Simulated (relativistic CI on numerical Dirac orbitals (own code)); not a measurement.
Ta²⁵⁺: q coefficients and field-shift factors

These numbers are calculated, not measured: Dirac-Coulomb-Breit CI, orbitals from a KLI potential per configuration, derivatives by finite differences, unscaled Slater integrals, QED left out (own radial code, finite nucleus).

Configuration list (outside the closed core [Ar] 3d10 4s2): 4p⁶4d¹⁰4f², 4p⁶4d¹⁰4f5s, 4p⁶4d⁹4f³, 4p⁶4d¹⁰5s², 4p⁶4d¹⁰4f5p, 4p⁶4d¹⁰5s5p, 4p⁵4d¹⁰4f³, 4p⁶4d¹⁰4f5d. Levels of other configurations are missing.

With x = (α/α₀)² − 1 an excitation energy changes as ω = ω₀ + qx; K = 2q/ω₀ is the relative enhancement. Terms are leading LS components, so labels can repeat. The field-shift factor is F = δν/δ⟨r²⟩ for the transition from the lowest level.

Lowest level 4p⁶4d¹⁰4f² ³H4.

| Level | ω₀ (cm⁻¹) | q (cm⁻¹) | K | F (GHz/fm²) |
| --- | --- | --- | --- | --- |
| 4p⁶4d¹⁰4f² ³F2 | 18698 | 3610 | 0.386 | 0.271 |
| 4p⁶4d¹⁰4f² ³H5 | 22613 | 22850 | 2.02 | 0.939 |
| 4p⁶4d¹⁰4f² ¹G4 | 35399 | 22080 | 1.25 | 1.02 |
| 4p⁶4d¹⁰4f² ³F3 | 35717 | 23160 | 1.3 | 1.06 |
| 4p⁶4d¹⁰4f² ³H6 | 42224 | 38660 | 1.83 | 1.63 |
| 4p⁶4d¹⁰4f² ³F4 | 62206 | 46540 | 1.5 | 2.04 |
| 4p⁶4d¹⁰4f² ¹D2 | 68953 | 21720 | 0.63 | 1.3 |
| 4p⁶4d¹⁰4f² ³P0 | 73958 | 8971 | 0.243 | 0.935 |
| 4p⁶4d¹⁰4f² ³P1 | 83989 | 23250 | 0.554 | 1.47 |
| 4p⁶4d¹⁰4f² ¹I6 | 85014 | 29470 | 0.693 | 1.7 |
| 4p⁶4d¹⁰4f² ³P2 | 100636 | 43530 | 0.865 | 2.28 |
| 4p⁶4d¹⁰4f² ¹S0 | 178340 | 36330 | 0.407 | 2.81 |
| 4p⁶4d¹⁰4f5s ³F°2 | 917583 | -393700 | -0.858 | 568 |
| 4p⁶4d¹⁰4f5s ³F°3 | 920633 | -392700 | -0.853 | 567 |
| 4p⁶4d¹⁰4f5s ³F°4 | 943591 | -369400 | -0.783 | 569 |
| 4p⁶4d¹⁰4f5s ¹F°3 | 949461 | -368500 | -0.776 | 567 |
| 4p⁶4d¹⁰4f5p ³G3 | 1254233 | -348300 | -0.555 | 54.2 |
| 4p⁶4d¹⁰4f5p ³F2 | 1260714 | -345300 | -0.548 | 53.8 |
| 4p⁶4d¹⁰4f5p ³D3 | 1282780 | -322300 | -0.503 | 55 |
| 4p⁶4d¹⁰4f5p ³G4 | 1285809 | -322300 | -0.501 | 55 |
| 4p⁶4d¹⁰4f5p ³F3 | 1442911 | -113500 | -0.157 | 24.9 |
| 4p⁶4d¹⁰4f5p ³F2 | 1454046 | -114400 | -0.157 | 25 |
| 4p⁶4d¹⁰4f5p ³G4 | 1457216 | -108900 | -0.149 | 25 |

At this charge energies of transitions that change n are usually good to better than 1 %, and those within a shell (Δn = 0) to a few per cent. Terms inside the open d or f shell come out 10 to 20 % too wide with unscaled integrals.
